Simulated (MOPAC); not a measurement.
MOPAC input (PM3):

```
PM3 FORCE THERMO(298,298) PRECISE LET CHARGE=-1 GEO-OK AUX(PRECISION=9) THREADS=1
C2HF4

F     1.88309663 1    0.76800740 1   -0.04442050 1
C     1.11532143 1   -0.28823535 1   -0.38970536 1
C    -0.28943485 1   -0.16517720 1   -0.03576937 1
F    -0.64522087 1   -0.20998196 1    1.30319586 1
F    -1.10958221 1   -1.12371261 1   -0.55254269 1
F    -0.88770440 1    1.00695420 1   -0.40157650 1
H     1.63062854 1   -1.23738317 1   -0.32351020 1
```

Output:

```
 *******************************************************************************
 **                                                                           **
 **                              MOPAC v23.2.5                                **
 **                                                                           **
 *******************************************************************************
 ** MOPAC's Digital Object Identifier: https://doi.org/10.5281/zenodo.6511958 **
 **                                                                           **
 ** Please cite the open-source release paper for use of this MOPAC version:  **
 ** J. E. Moussa and J. J. P. Stewart (2026)                                  **
 ** MOPAC: An open-source semiempirical molecular orbital program             **
 ** J. Open Source Softw., 11(119), 8025, https://doi.org/10.21105/joss.08025 **
 *******************************************************************************

                              PM3 CALCULATION RESULTS

 *******************************************************************************
 *  PM3        - The PM3 Hamiltonian to be used
 *  GEO-OK     - OVERRIDE INTERATOMIC DISTANCE AND OTHER SAFETY CHECKS
 *
 *
 *
 *                 CHARGE ON SYSTEM = -1
 *
 *
 *
 *  LET        - OVERRIDE SOME SAFETY CHECKS
 *  PRECISE    - TIGHTER CRITERIA TO BE USED
 *  FORCE      - FORCE CALCULATION SPECIFIED
 *  AUX        - OUTPUT AUXILIARY INFORMATION
 *  THERMO     - THERMODYNAMIC QUANTITIES TO BE CALCULATED
 *******************************************************************************
PM3 FORCE THERMO(298,298) PRECISE LET CHARGE=-1 GEO-OK AUX(PRECISION=9) THREADS=1
 C2HF4

   ATOM   CHEMICAL          X               Y               Z
  NUMBER   SYMBOL      (ANGSTROMS)     (ANGSTROMS)     (ANGSTROMS)

     1       F          1.88309663  *   0.76800740  *  -0.04442050  *
     2       C          1.11532143  *  -0.28823535  *  -0.38970536  *
     3       C         -0.28943485  *  -0.16517720  *  -0.03576937  *
     4       F         -0.64522087  *  -0.20998196  *   1.30319586  *
     5       F         -1.10958221  *  -1.12371261  *  -0.55254269  *
     6       F         -0.88770440  *   1.00695420  *  -0.40157650  *
     7       H          1.63062854  *  -1.23738317  *  -0.32351020  *

          CARTESIAN COORDINATES

    NO.       ATOM           X           Y           Z

     1         F          1.8831      0.7680     -0.0444
     2         C          1.1153     -0.2882     -0.3897
     3         C         -0.2894     -0.1652     -0.0358
     4         F         -0.6452     -0.2100      1.3032
     5         F         -1.1096     -1.1237     -0.5525
     6         F         -0.8877      1.0070     -0.4016
     7         H          1.6306     -1.2374     -0.3235

  H: (PM3): J. J. P. STEWART, J. COMP. CHEM. 10, 209 (1989).
  C: (PM3): J. J. P. STEWART, J. COMP. CHEM. 10, 209 (1989).
  F: (PM3): J. J. P. STEWART, J. COMP. CHEM. 10, 209 (1989).
[...]
 REDUCED MASS        0.9196         F 4 -- F 5          +3.2% ( 20.7%)     99.5%
 EFFECTIVE MASS      5.3753
 FORCE CONSTANT      0.6507

 VIBRATION         11   11A          ATOM PAIR     ENERGY CONTRIBUTION    RADIAL
 FREQUENCY          1316.30         C 3 -- F 4         +32.7% ( 95.1%)     99.5%
 TRANSITION DIPOLE   6.5304         C 3 -- F 6         +19.5% ( 73.5%)     18.6%
 TRAVEL (Ang.)       0.0871         C 2 -- C 3         +19.4% ( 73.2%)     23.9%
 REDUCED MASS        6.7519         C 3 -- F 5         +18.4% ( 71.3%)      6.0%
 EFFECTIVE MASS     13.8876
 FORCE CONSTANT      6.8927

 VIBRATION         12   12A          ATOM PAIR     ENERGY CONTRIBUTION    RADIAL
 FREQUENCY          1470.66         C 3 -- F 5         +22.4% ( 75.3%)     72.1%
 TRANSITION DIPOLE   3.7769         C 2 -- C 3         +19.3% ( 70.0%)     64.1%
 TRAVEL (Ang.)       0.1091         C 3 -- F 6         +18.0% ( 67.5%)     44.0%
 REDUCED MASS        3.8524         C 3 -- F 4         +15.0% ( 61.6%)      0.0%
 EFFECTIVE MASS     13.9293         F 1 -- C 2         +14.0% ( 59.5%)     98.1%
 FORCE CONSTANT      4.9092

 VIBRATION         13   13A          ATOM PAIR     ENERGY CONTRIBUTION    RADIAL
 FREQUENCY          1485.33         C 3 -- F 6         +28.4% ( 88.2%)     87.1%
 TRANSITION DIPOLE   4.2260         C 3 -- F 5         +24.9% ( 82.7%)     65.8%
 TRAVEL (Ang.)       0.0829         C 2 -- C 3         +19.9% ( 73.8%)     11.4%
 REDUCED MASS        6.6041         C 3 -- F 4         +18.8% ( 71.7%)      2.1%
 EFFECTIVE MASS     13.5272
 FORCE CONSTANT      8.5844

 VIBRATION         14   14A          ATOM PAIR     ENERGY CONTRIBUTION    RADIAL
 FREQUENCY          1625.01         C 2 -- C 3         +29.6% ( 82.3%)     64.9%
 TRANSITION DIPOLE   2.7984         F 1 -- C 2         +28.0% ( 80.0%)     94.2%
 TRAVEL (Ang.)       0.0922         C 2 -- H 7         +17.2% ( 62.8%)      0.2%
 REDUCED MASS        4.8855         C 3 -- F 5          +9.3% ( 46.2%)     74.1%
 EFFECTIVE MASS     13.0084
 FORCE CONSTANT      7.6010

 VIBRATION         15   15A          ATOM PAIR     ENERGY CONTRIBUTION    RADIAL
 FREQUENCY          3119.34         C 2 -- H 7         +97.6% (100.0%)     99.9%
 TRANSITION DIPOLE   0.2129         F 1 -- C 2          +1.2% ( 11.2%)     19.6%
 TRAVEL (Ang.)       0.1525         C 2 -- C 3          +1.2% ( 11.1%)     31.3%
 REDUCED MASS        0.9297
 EFFECTIVE MASS      1.4916
 FORCE CONSTANT      5.3300

      SYMMETRY NUMBER FOR POINT-GROUP C1  =  1

          SYSTEM IS A GROUND STATE

 C2HF4

          MOLECULE IS NOT LINEAR

          THERE ARE 15 GENUINE VIBRATIONS IN THIS SYSTEM
          THIS THERMODYNAMICS CALCULATION IS LIMITED TO
          MOLECULES WHICH HAVE NO INTERNAL ROTATIONS

                    CALCULATED THERMODYNAMIC PROPERTIES
                                          *
   TEMP. (K)   PARTITION FUNCTION   H.O.F.    ENTHALPY  HEAT CAPACITY ENTROPY
                                   KCAL/MOL   CAL/MOLE    CAL/K/MOL  CAL/K/MOL

 298.00  VIB.     0.1640D+02                  1911.2482    12.6413    11.9727
         ROT.     0.1362D+06                   888.2803     2.9808    26.4738
         INT.     0.2235D+07                  2799.5285    15.6221    38.4465
         TRA.     0.9817D+27                  1480.4672     4.9680    39.7461
         TOT.                     -213.134    4279.9957    20.5901    78.1926

   *: NOTE: HEATS OF FORMATION ARE RELATIVE TO THE
            ELEMENTS IN THEIR STANDARD STATE AT 298K
              (=  Standard Enthalpy of Formation).

            Hvib:  Zero-point energy is not included.
                   frequencies of less than zero cm-1 are not included.
            Hrot = (3/2)RT
            Htra = (3/2)RT + pV = (5/2)RT

            Heat capacity is Cp, not Cv

          For more information, see: HTTP://OpenMOPAC.net/Manual/thermochemistry.html

           FORCE CONSTANT IN CARTESIAN COORDINATES (Millidynes/A)

    ATOM   CHEMICAL       X               Y               Z
   NUMBER   SYMBOL  FORCE CONSTANT  FORCE CONSTANT  FORCE CONSTANT

      1       F       10.227696        0.776030        0.093603
      2       C       12.730683        9.245379        2.017314
      3       C       12.045275       11.071256        9.416666
      4       F        1.043203        2.901935        6.242644
      5       F        9.385293        1.079937        1.238230
      6       F        2.104759        4.220253        5.285449
      7       H        1.306476        3.412604        1.350884

 **********************
 *                    *
 * JOB ENDED NORMALLY *
 *                    *
 **********************

 == MOPAC DONE ==
```

The dipole moment of an ion depends on the origin.
